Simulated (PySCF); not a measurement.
Br₂GeH₂. Atoms are numbered in the order given.

```xyz
5

Ge     0.0000     0.0000    -0.8839
Br     1.8954     0.0000     0.4529
Br    -1.8954     0.0000     0.4529
H      0.0000    -1.2927    -1.7109
H      0.0000     1.2927    -1.7109
```
Charge 0, spin multiplicity 1.

Geometry: B3LYP-D3(BJ)/def2-SVP.

Method: HF/pcSseg-1 in PySCF.

GIAO shieldings, no solvent; atoms alike by connectivity are averaged. δ = σ(ref) − σ: ⁷³Ge against GeH4 (σ = 1776.1 ppm); ¹H against TMS (σ = 31.99 ppm), references at their B3LYP-D3(BJ)/def2-TZVP geometries, non-relativistic (without spin–orbit terms, shifts of atoms bonded to Cl or Br come out too high).

Computed chemical shifts:
```tsv
nucleus	atoms	count	δ (ppm)
⁷³Ge	Ge1	1	290.1
¹H	H4, H5	2	6.15
```
